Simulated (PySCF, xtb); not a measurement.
CH8FNOSi2, SMILES C[SiH2]N[Si@H](O)F.

GFN2-xTB in xtb at its own geometry gives an orbital gap of 5.74 eV and a dipole moment of 0.83 D.

Coordinates come from a PBE-D3(BJ)/def2-SVP optimisation. The structure was generated by enumeration; whether it is a known compound was not checked. Other conformers were not sampled.

What does r2SCAN/def2-TZVP run with PySCF give? (An estimate is asked for; the answer gives what the named calculation found.)

gap 6.97 eV (levels -6.74 and 0.23 eV), dipole 0.98 D.
